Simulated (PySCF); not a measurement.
Unrelated species, one level of theory. Level of theory: TDDFT CAM-B3LYP/def2-SVPD, vertical, gas phase, core orbitals frozen in the response in PySCF 2.14.0, density-fitted response routines. Geometries: GFN2-xTB; one conformer of each isolated species. Triplets are in the Tamm–Dancoff approximation.

Question: Rank by computed HOMO–LUMO gap, lowest first.
A. `CCP1C=CCC1`
B. `C#CP(C=C)N`
C. `c1nc(Cl)ccc1N[SiH3]`
D. `C=CC/C=C/O[SiH3]`
E. `[Si@H](CC#N)(CCC#N)Cl`
F. `CCCP1C=C1C`
G. `C[SiH](C)/C=C\C=O`
H. `C=Cc1cnc(Cl)n1[SiH3]`

Answer: H (7.44 eV), C (7.57 eV), G (7.83 eV), A (8.57 eV), F (8.71 eV), B (8.84 eV), D (9.21 eV), E (10.79 eV).

```csv
SMILES,gap (eV),T1 (eV),HOMO (eV),α (au),first f ≥ 0.01 (nm),S1 mainly
C=Cc1cnc(Cl)n1[SiH3],7.44,2.99,-7.41,113.0,257,H→L (98%)
[SiH3]Nc1ccc(Cl)nc1,7.57,3.54,-7.54,115.2,271,H→L (94%)
C[SiH](C)/C=C\C=O,7.83,3.24,-9.01,88.7,228,H→L (78%)
CCP1C=CCC1,8.57,4.07,-7.60,93.1,229,H→L (90%)
CCCP1C=C1C,8.71,4.07,-7.54,94.6,221,H→L (90%)
C#CP(N)C=C,8.84,4.23,-8.14,80.0,228,H→L (47%)
C=CC/C=C/O[SiH3],9.21,4.33,-8.03,90.5,199,H→L (91%)
N#CCC[Si@@H](Cl)CC#N,10.79,6.38,-10.30,99.1,163,H→L (28%)
```

H and L stand for HOMO and LUMO.
